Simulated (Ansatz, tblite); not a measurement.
Isomers of AlCu6⁻ (singlet), found by a short tight-binding search and relaxed with PBE-D4/def2-SVPD in Ansatz.

The xTB rows come from tblite. Correlated methods freeze 59 core orbitals.

Run but left out: HF/def2-SVPD, MP2/def2-SVPD (A: restricted singlet, unstable towards broken spin symmetry); B2PLYP/def2-TZVPD (A: restricted singlet, unstable in another Hartree–Fock run and untested here).

A further structure is left out (at the level of its geometry, restricted singlet, unstable towards broken spin symmetry); at PBE0-D4/def2-TZVPD its energy lies 0.28 eV above the lowest shown.

A: The restricted singlet is unstable towards broken spin symmetry in Hartree–Fock (as tested in another run); at LDA (SPW92)/def2-TZVPD, PBE-D4/def2-TZVPD, r2SCAN-D4/def2-TZVPD, r2SCANh-D4/def2-TZVPD and others this wasn't settled. B: The restricted singlet is unstable towards broken spin symmetry in Hartree–Fock (as tested in another run); at LDA (SPW92)/def2-TZVPD, PBE-D4/def2-TZVPD, r2SCAN-D4/def2-TZVPD, r2SCANh-D4/def2-TZVPD and others this wasn't settled. C: The restricted singlet is unstable towards broken spin symmetry in Hartree–Fock (as tested in another run); at LDA (SPW92)/def2-TZVPD, PBE-D4/def2-TZVPD, r2SCAN-D4/def2-TZVPD, r2SCANh-D4/def2-TZVPD and others this wasn't settled.

Other spin states weren't relaxed.

A:

```xyz
7

Cu   -0.941    0.348   -1.222
Cu    0.655    1.372    0.431
Cu   -1.552    0.612    1.076
Cu    1.452   -0.007   -1.354
Cu    0.245    0.463    2.630
Cu   -0.034   -1.732   -2.047
Al    0.175   -1.056    0.486
```

B:

Cartesian coordinates in Å:
```
Cu -1.620 0.863 -0.801
Cu 0.604 0.789 -1.739
Cu 0.204 1.965 0.331
Cu -0.774 -0.043 1.290
Cu 1.459 -0.116 0.349
Cu -0.373 -1.222 -0.790
Al 0.500 -2.236 1.359
```

C:

Cartesian coordinates in Å:
```
Cu 1.1075 1.0220 0.1000
Cu 2.0316 -0.9267 1.3405
Cu -1.3458 0.8227 0.2426
Cu 0.1658 -1.1053 -0.2472
Cu 0.0512 0.0730 2.0580
Cu -1.8302 -0.7701 -1.5275
Al -0.1801 0.8844 -1.9665
```

Q: Estimate which lies lowest at each level, and how far above it the others are (kJ/mol).

A: 
```tsv
level	A	B	C
GFN1-xTB	52.0	0.0	125.3
GFN2-xTB	0.0	58.0	45.3
LDA (SPW92)/def2-TZVPD	0.0	12.4	29.4
PBE-D4/def2-TZVPD	0.0	22.7	33.1
r2SCAN-D4/def2-TZVPD	0.0	19.9	28.0
r2SCANh-D4/def2-TZVPD	0.0	24.3	28.9
PBE0-D4/def2-TZVPD	0.0	30.2	32.1
RPA@PBE/def2-SVPD	6.1	0.0	15.6
```
Point groups (tolerance 0.1 Å): A C2, B C3v, C not assigned. Lower isomers may exist.
